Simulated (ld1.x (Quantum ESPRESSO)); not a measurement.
# La: PAW pseudisation with PBE, scalar-relativistic reference atom.

```
Element                 : La
Generator               : ld1.x (Quantum ESPRESSO) 7.5
Type                    : PAW
Functional              : PBE
Relativity              : scalar-relativistic
Frozen core             : [Kr]
Valence charge          : 21
Reference configuration : 4d10 4f0 5s2 5p6 5d1 6s1.5 6p0.5
Partial waves           : 5s (bound): rcut 2.70, rcutus 3.25 bohr; 6s (bound): rcut 2.70, rcutus 3.25 bohr; 5p (bound): rcut 2.85, rcutus 3.00 bohr; 6p (bound): rcut 2.85, rcutus 3.00 bohr; 4d (bound): rcut 1.15, rcutus 1.30 bohr; 5d (bound): rcut 1.15, rcutus 1.30 bohr; 4f (bound, empty): rcut 1.15, rcutus 1.50 bohr; 4f channel at 0.3 Ry: rcut 1.15, rcutus 1.50 bohr
Local potential         : all-electron potential smoothed inside 2.60 bohr (lloc = -1)
Core correction         : Bessel-smoothed model core, default radius (core density twice the valence density)
Augmentation charge     : PSQ, inside the norm-conserving radii
```

All-electron outer shells of the reference configuration (PBE, scalar-relativistic, ld1.x):

| shell | level (eV) | outermost node (bohr) | outermost maximum (bohr) |
| --- | --- | --- | --- |
| 4s | -267.03 | 0.34 | 0.61 |
| 4p | -200.57 | 0.34 | 0.63 |
| 4d | -104.42 | 0.32 | 0.68 |
| 5s | -39.49 | 0.77 | 1.41 |
| 5p | -22.96 | 0.83 | 1.58 |
| 4f | -4.91 | – | 0.75 |
| 6s | -3.99 | 1.86 | 3.79 |
| 5d | -3.54 | 0.95 | 2.21 |
| 6p | -1.61 | 2.20 | 4.93 |

Task: Is the overlap operator S = 1 + Σ q|β⟩⟨β| positive definite (Bessel basis up to 400 Ry)?

Result: No: its lowest eigenvalue is -0.210, in the p channel, so the generalised eigenproblem breaks down once the basis is large enough.

Test run stopped at test 1 of 7 (negative rho).

The ghost test of this file was not conclusive. Its overlap operator is not positive definite in a basis up to 400 Ry (lowest eigenvalue p -0.21), so the file is unfit for use: the generalised eigenproblem breaks down once the basis is large enough, and its test numbers describe a broken file.
